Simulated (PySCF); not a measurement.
C₃H₇FOSi.
SMILES with atom numbers: `[CH3:1][C@@H:2]1[O:3][SiH2:4][C@@H:5]1[F:6]` (hydrogens: H7, H8, H9 on C1; H10 on C2; H11, H12 on Si4; H13 on C5)

Level of theory: PySCF, PBE0-D3(BJ)/def2-SVP geometry optimisation, gas phase.

Question: List the bond lengths, angles and torsions at this level.

Answer: 
```json
{"bond": "C1–C2", "length (pm)": "150.9", "order": "single"}
{"bond": "C2–O3", "length (pm)": "144.4", "order": "single"}
{"bond": "O3–Si4", "length (pm)": "169.2", "order": "single"}
{"bond": "Si4–C5", "length (pm)": "190.5", "order": "single"}
{"bond": "C5–F6", "length (pm)": "137.0", "order": "single"}
{"bond": "C2–C5", "length (pm)": "155.6", "order": "single"}
{"bond": "C1–H7, C1–H8, C1–H9", "length (pm)": "110.0", "order": "single"}
{"bond": "C2–H10", "length (pm)": "110.4", "order": "single"}
{"bond": "Si4–H11", "length (pm)": "149.2", "order": "single"}
{"bond": "Si4–H12", "length (pm)": "149.2", "order": "single"}
{"bond": "C5–H13", "length (pm)": "110.3", "order": "single"}
```

Bonds in one row agree within 1 pm and their mean is given. Orders are formal, as drawn. A selection of angles:
```json
{"angle": "C2–C1–H7", "degrees": "110.7"}
{"angle": "C2–C1–H8", "degrees": "109.4"}
{"angle": "H7–C1–H8", "degrees": "109.0"}
{"angle": "H7–C1–H9", "degrees": "108.1"}
{"angle": "C1–C2–O3", "degrees": "111.7"}
{"angle": "C1–C2–C5", "degrees": "113.7"}
{"angle": "C1–C2–H10", "degrees": "110.1"}
{"angle": "O3–C2–C5", "degrees": "100.7"}
{"angle": "O3–C2–H10", "degrees": "108.2"}
{"angle": "C5–C2–H10", "degrees": "112.0"}
{"angle": "C2–O3–Si4", "degrees": "95.1"}
{"angle": "O3–Si4–C5", "degrees": "79.7"}
{"angle": "O3–Si4–H11", "degrees": "115.3"}
{"angle": "O3–Si4–H12", "degrees": "113.8"}
{"angle": "C5–Si4–H11", "degrees": "116.4"}
{"angle": "C5–Si4–H12", "degrees": "119.3"}
{"angle": "H11–Si4–H12", "degrees": "109.7"}
{"angle": "Si4–C5–F6", "degrees": "120.1"}
{"angle": "Si4–C5–H13", "degrees": "115.9"}
{"angle": "F6–C5–H13", "degrees": "108.6"}
{"angle": "C2–C5–Si4", "degrees": "83.5"}
{"angle": "C2–C5–F6", "degrees": "114.8"}
{"angle": "C2–C5–H13", "degrees": "111.9"}
```

Dihedral angles: C1–C2–O3–Si4 -112° (anticlinal); C2–O3–Si4–C5 -7° (synperiplanar); O3–Si4–C5–F6 122° (anticlinal); C1–C2–C5–Si4 112° (anticlinal).

O3 (silyl ether oxygen) is bent (angle 95.1°). Si4 (oxygen-bound silicon) has angles from 79.7° to 119.3°. Of the pairs four or more bonds apart, Si4···H9 is among the closest relative to their van der Waals radii: 3.24 Å, 98 % of the sum of Bondi's values. The C–C distances run from 1.509 Å (C1–C2, drawn single) to 1.556 Å (C2–C5, drawn single), a spread of 0.047 Å. The 4-membered ring C2–O3–Si4–C5 has internal angles of 79.7° to 100.7°; it is slightly puckered (a soft mode that the optimisation may not have finished), 0.05 Å rms from its mean plane, widest ring torsion 9°.

Point group: C1 (no symmetry element, even within 0.4 Å). Stationary, but not proved a minimum. One conformer, not necessarily the lowest.
